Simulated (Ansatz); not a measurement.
Basis-set extrapolation for C4H6F2O (`FC1(F)CCOC1`) (PBE0-D4/def2-TZVP geometry, frozen core, Ansatz 0.2.0). Multiplicity 1, RHF reference.

```
                      def2-TZVPP   def2-QZVPP
                 HF  -428.876129  -428.894909
    MP2 correlation    -1.389773    -1.499954
CCSD(T) correlation    -1.475462      not run
```

Energies in hartree. Use E(X) = E(∞) + A·exp(−7.88·√X) for Hartree–Fock and E(X) = E(∞) + B·X^(−2.97) for correlation, with X = 3 and 4, and add CCSD(T) minus MP2 of the smaller set to the MP2 limit.

Task: What is the CCSD(T) energy at the basis-set limit?

Result: HF limit: -428.894909 + (-0.018780) × 0.13774 = -428.89750. MP2 limit: -1.499954 + (-0.110181) × 0.74074 = -1.58157. Higher-order term: -1.475462 − (-1.389773) = -0.08569. Total: -430.56476 hartree, 559.7 kJ/mol below CCSD(T)/def2-TZVPP.
